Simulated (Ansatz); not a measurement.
Relaxation of AlCl2HO (5 atoms, charge 0, multiplicity 1), to a largest force component of 0.02 eV/Å in at most 40 steps.

Level of theory: RKS PBE-D4/STO-3G (Ansatz).

```xyz
5
Properties=species:S:1:pos:R:3
Al 0.000 0.000 0.000
O 0.000 0.000 1.780
H -0.909 -0.281 2.117
Cl 1.931 0.000 -1.115
Cl -1.931 0.000 -1.115
```

Task: Where does it end, and by what steps?

Result: The run converged. Limits of this set-up: minimal basis. After 7 steps the energy has fallen by 0.549 eV; Cl4 moved furthest, 0.17 Å.

```csv
step,energy less start (eV),largest force component (eV/Å),accepted
0,0.0000,2.269,yes
1,-0.4638,1.969,yes
2,-0.4793,1.657,yes
3,-0.4732,1.826,no
4,-0.5228,1.295,yes
5,-0.5471,0.211,yes
6,-0.5486,0.111,yes
7,-0.5495,0.019,yes
```

```xyz
5
Properties=species:S:1:pos:R:3
Al -0.009 -0.037 0.004
O 0.059 -0.121 1.702
H -0.928 -0.153 2.007
Cl 1.793 0.043 -1.023
Cl -1.824 -0.013 -1.022
```

Whether the end is a true minimum wasn't checked by a vibrational analysis.

Time of the run: 11 s on 1 thread of Arm Neoverse V2 (shared host), peak memory 0.12 GiB.
